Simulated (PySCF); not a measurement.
## Dipole response of Ba⁺ (barium, charge +1)

[Xe] 6s1, 2S determinant. All numbers are calculated (PySCF 2.14, scalar relativity by spin-free X2C-1e, in x2c-TZVPPall with one added diffuse shell each of s, p, d type (12s8p7d2f1g, 94 functions)). Coupled (time-dependent) response in atomic units; α is the mean over directions.

```tsv
method	mean α (bohr³)	C₆ (like pair)	S(−4)
UHF	172.6	2067	24340
PBE	133.0	1466	13970
PBE0	144.0	1625	16520
```

S(−4) is the Cauchy moment in α(ω) = α(0) + S(−4) ω² + …

α(iu) at PBE:

```csv
u (hartree),α(iu) (bohr³)
0,133.0
0.0500,105.9
0.100,67.83
0.200,32.36
0.300,20.59
0.500,12.25
0.750,8.075
1.00,5.810
1.50,3.446
2.00,2.303
3.00,1.267
5.00,0.5691
```

A single London oscillator, α(iu) = α/(1 + u²/ω²), gives C₆ = (3/4) ω α². Matching the computed C₆ needs ω = 4 × 1466 / (3 × 133.0²) = 0.111 hartree.

For an ion, C₆ is the dispersion term alone; charge-induced terms of lower order in 1/R come first.

Spin-orbit coupling, which splits the p, d and f shells strongly at this Z, is absent.
